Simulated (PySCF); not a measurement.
Level of theory: ωB97X-D3(BJ)/def2-TZVP // PBE0-D3(BJ)/def2-TZVP (PySCF). Isolated molecules, 0 K electronic values unless said otherwise. Delta-SCF ions had no search for a lower state. Excitations are Tamm–Dancoff values on a coarser integration grid. The basis has no diffuse functions, so Rydberg states are missing or too high.

Reference species (SMILES): `[GaH]([F])[F]` (neutral, multiplicity 1).

- dipole moment: 2.50 D
- vertical ionisation energy (Delta-SCF): 13.38 eV
- T1 excitation (TDA): 7.24 eV

Changed species: `[F][GaH2]` (1 of 3 H replaced by F; the reference has 2 of 3 H replaced by F).

Predict the effect on the dipole moment, vertical ionisation energy (Delta-SCF) and T1 excitation (TDA).

the dipole moment falls by 0.27 D, to 2.23 D; the vertical ionisation energy (Delta-SCF) falls by 1.48 eV, to 11.90 eV; the T1 excitation (TDA) falls by 1.65 eV, to 5.59 eV.
